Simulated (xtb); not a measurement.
xtb input (GFN1-xTB):

```bash
xtb mol.xyz --gfn 1 --sp --chrg 1 --uhf 0
```
mol.xyz:
```
5

Nb    -0.00000000    -0.00000000     0.00000000
Cl     1.71683605    -0.57947894    -1.26694082
Cl     0.70398681     0.39919295     2.05754914
Cl    -0.94149437     1.82313831    -0.82353868
Cl    -1.47932849    -1.64285231     0.03293036
```

End of the output:

```
         :::::::::::::::::::::::::::::::::::::::::::::::::::::
         ::                     SUMMARY                     ::
         :::::::::::::::::::::::::::::::::::::::::::::::::::::
         :: total energy             -18.613509888815 Eh    ::
         :: gradient norm              0.024973779214 Eh/a0 ::
         :: HOMO-LUMO gap              2.418941761488 eV    ::
         ::.................................................::
         :: SCC energy               -18.656091322440 Eh    ::
         :: -> electrostatic           0.142353238117 Eh    ::
         :: repulsion energy           0.046070607387 Eh    ::
         :: dispersion energy         -0.003489173763 Eh    ::
         :: halogen bond corr.         0.000000000000 Eh    ::
         :: add. restraining           0.000000000000 Eh    ::
         :: total charge               1.000000000000 e     ::
         :::::::::::::::::::::::::::::::::::::::::::::::::::::

           -------------------------------------------------
          |                Property Printout                |
           -------------------------------------------------

    * Orbital Energies and Occupations

         #    Occupation            Energy/Eh            Energy/eV
      -------------------------------------------------------------
         1        2.0000           -1.1412995             -31.0563
       ...           ...                  ...                  ...
         4        2.0000           -1.1245894             -30.6016
         5        2.0000           -0.7081863             -19.2707
         6        2.0000           -0.6747747             -18.3616
         7        2.0000           -0.6747747             -18.3616
         8        2.0000           -0.6747747             -18.3616
         9        2.0000           -0.6728405             -18.3089
        10        2.0000           -0.6728405             -18.3089
        11        2.0000           -0.6670676             -18.1518
        12        2.0000           -0.6670676             -18.1518
        13        2.0000           -0.6670676             -18.1518
        14        2.0000           -0.6520859             -17.7442
        15        2.0000           -0.6520859             -17.7442
        16        2.0000           -0.6520859             -17.7442 (HOMO)
        17                         -0.5631915             -15.3252 (LUMO)
        18                         -0.5631915             -15.3252
        19                         -0.5193517             -14.1323
Note: The following floating-point exceptions are signalling: IEEE_DENORMAL
normal termination of xtb
        20                         -0.5193517             -14.1323
        21                         -0.5193517             -14.1323
        22                         -0.2528766              -6.8811
        23                         -0.2518239              -6.8525
        24                         -0.2518239              -6.8525
        25                         -0.2518239              -6.8525
        26                         -0.2509170              -6.8278
        27                         -0.2509170              -6.8278
       ...                                ...                  ...
        45                          0.2734223               7.4402
      -------------------------------------------------------------
                  HL-Gap            0.0888945 Eh            2.4189 eV
             Fermi-level           -0.6076387 Eh          -16.5347 eV

  Mulliken/CM5 charges         n(s)   n(p)   n(d)
     1Nb    1.29364  1.71479   0.524  0.656  2.527
     2Cl   -0.07341 -0.17870   1.866  5.216 -0.009
     3Cl   -0.07341 -0.17870   1.866  5.216 -0.009
     4Cl   -0.07341 -0.17870   1.866  5.216 -0.009
     5Cl   -0.07341 -0.17870   1.866  5.216 -0.009

Wiberg/Mayer (AO) data.
largest (>0.10) Wiberg bond orders for each atom

 ---------------------------------------------------------------------------
     #   Z sym  total        # sym  WBO       # sym  WBO       # sym  WBO
 ---------------------------------------------------------------------------
     1  41 Nb   5.687 --     4 Cl   1.422     3 Cl   1.422     5 Cl   1.422
                             2 Cl   1.422
     2  17 Cl   1.566 --     1 Nb   1.422
     3  17 Cl   1.566 --     1 Nb   1.422
     4  17 Cl   1.566 --     1 Nb   1.422
     5  17 Cl   1.566 --     1 Nb   1.422
 ---------------------------------------------------------------------------

Topologies differ in total number of bonds
Writing topology from bond orders to xtbtopo.mol

 dipole moment from electron density (au)
     X       Y       Z
  -0.0000  -0.0000   0.0000  total (Debye):    0.000

           -------------------------------------------------
          | TOTAL ENERGY              -18.613509888815 Eh   |
          | GRADIENT NORM               0.024973779214 Eh/α |
          | HOMO-LUMO GAP               2.418941761488 eV   |
           -------------------------------------------------

------------------------------------------------------------------------
------------------------------------------------------------------------
 total:
 SCF:
```

The spin state was set by rule; other spins were not relaxed.
